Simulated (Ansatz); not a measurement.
```xyz
5

F     0.389   -1.468   -1.205
Hf   -0.008   -0.086    0.015
F    -0.604   -0.869    1.624
Cl    1.918    1.161    0.427
Cl   -1.694    1.262   -0.863
```

The species carries charge 0 and has multiplicity 1. Hf: def2 effective core potential.

(1) List the CAM-B3LYP/def2-TZVPP orbital energies in eV (Ansatz). (An estimate is asked.)

Answers

(1) Computed: Occupied: -2764.78, -2764.78, -673.96, -673.96, -259.57, -259.57, -198.55, -198.55, -198.51, -198.51, -198.51, -198.51, -71.84, -40.84, -40.51, -40.10, -33.88, -33.44, -24.75, -24.56, -15.14, -15.02, -14.62, -14.56, -14.41, -13.97, -12.77, -12.30, -11.82, -11.48, -11.46, -11.17. Lowest empty: -0.49, -0.27, 0.00, 0.12, 0.59, 0.60, 3.47, 3.49.
